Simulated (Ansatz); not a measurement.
```yaml
crystal:
  periodic: [false, false, false]
  atoms:
    - {symbol: C, position_ang: [-0.510174, 0.565776, -1.690120]}
    - {symbol: Si, position_ang: [0.027165, -0.087029, -0.017964]}
    - {symbol: C, position_ang: [1.780804, 0.602255, 0.338231]}
    - {symbol: C, position_ang: [-0.032168, -1.891485, -0.063566]}
    - {symbol: In, position_ang: [-1.594423, 0.869931, 1.787571]}
    - {symbol: H, position_ang: [-1.171888, 0.616740, -2.028767]}
    - {symbol: H, position_ang: [-1.471888, 0.316740, -2.028767]}
    - {symbol: H, position_ang: [-0.468975, 1.728893, -1.705923]}
    - {symbol: H, position_ang: [2.099366, 0.207211, 1.286591]}
    - {symbol: H, position_ang: [1.868088, 1.666053, 0.426405]}
    - {symbol: H, position_ang: [2.504583, 0.221492, -0.437514]}
    - {symbol: H, position_ang: [-1.046658, -2.306999, -0.296897]}
    - {symbol: H, position_ang: [0.686879, -2.264901, -0.840207]}
    - {symbol: H, position_ang: [0.271303, -2.344829, 0.817161]}
    - {symbol: H, position_ang: [-2.012738, 2.561932, 1.916361]}
    - {symbol: H, position_ang: [-2.244939, -0.078691, 3.070865]}
basis:
  gaussian: {orbitals: def2-mTZVP, fitting: {mean_field: def2-universal-jkfit}, point_charges: [{charge: -1.00, position_ang: [7.369, -0.580, 0.577]}]}
hamiltonian: {xc: {name: B97M-V}}
accuracy: high
output: {forces: true}
```

```sh
$ ansatz run in.yaml --threads 4 --pin off --events-out ev --progress --plain --max-ram 11315MiB
```

Output, abridged:

```
Functional definition: B97M-V
769 factors; integrals over basis functions are off by at most 6.9e-1 eV
mean field evaluation 1: about -16305.1951 eV, gradient 9.3e1 eV
mean field evaluation 2: about -16248.4725 eV, gradient 1.4e2 eV
mean field evaluation 4: about -16325.1108 eV, gradient 1.1e1 eV
mean field evaluation 8: about -16325.4581 eV, gradient 1.1e-1 eV
mean field evaluation 16: about -16325.4624 eV, gradient 7.3e-5 eV
mean field -16325.46236308 eV, -599.9496760475 hartree, gradient 2.9e-8 eV, S^2 0.000000; 0 other end points of the search recorded, 0 dependent functions left out
reference -16325.46237291 eV, -599.9496764087 hartree; 32, 32 occupied and 116, 116 virtual orbitals, 769 factors
Total energy: -16325.46237291 eV, -599.9496764087 hartree
Atom 0 at    -0.510174     0.565776    -1.690120 Å, force    32.452938     0.484576    16.607328 eV/Å
Atom 1 at     0.027165    -0.087029    -0.017964 Å, force    -0.216108     1.995781    -0.567365 eV/Å
Atom 2 at     1.780804     0.602255     0.338231 Å, force    -0.220608    -1.311422    -1.176552 eV/Å
Atom 3 at    -0.032168    -1.891485    -0.063566 Å, force    -0.433712    -1.256794    -2.352785 eV/Å
Atom 4 at    -1.594423     0.869931     1.787571 Å, force     0.730277    -0.059918    -0.178416 eV/Å
Atom 5 at    -1.171888     0.616740    -2.028767 Å, force    -2.433152    31.796419   -17.140862 eV/Å
Atom 6 at    -1.471888     0.316740    -2.028767 Å, force   -29.606094   -30.077137     0.902276 eV/Å
Atom 7 at    -0.468975     1.728893    -1.705923 Å, force     0.254432    -2.190816     0.133572 eV/Å
Atom 8 at     2.099366     0.207211     1.286591 Å, force     0.252341    -0.285205     0.399000 eV/Å
Atom 9 at     1.868088     1.666053     0.426405 Å, force    -0.100067     0.573369    -0.229176 eV/Å
Atom 10 at     2.504583     0.221492    -0.437514 Å, force    -0.657794     0.506441     0.768923 eV/Å
Atom 11 at    -1.046658    -2.306999    -0.296897 Å, force     0.844166     0.396232     0.065783 eV/Å
Atom 12 at     0.686879    -2.264901    -0.840207 Å, force    -0.723147     0.262426     0.449939 eV/Å
Atom 13 at     0.271303    -2.344829     0.817161 Å, force     0.532923    -0.823648     1.859413 eV/Å
Atom 14 at    -2.012738     2.561932     1.916361 Å, force    -0.187134     0.328011    -0.045203 eV/Å
Atom 15 at    -2.244939    -0.078691     3.070865 Å, force    -0.465518    -0.337341     0.501343 eV/Å
Dipole moment:     0.108238    -0.173010    -0.434318 e Å
```

Problem. What is wrong with this run?

Solution. One atom was put on top of another. The calculation finished and met its thresholds. The result belongs to that input, not to the molecule as meant.
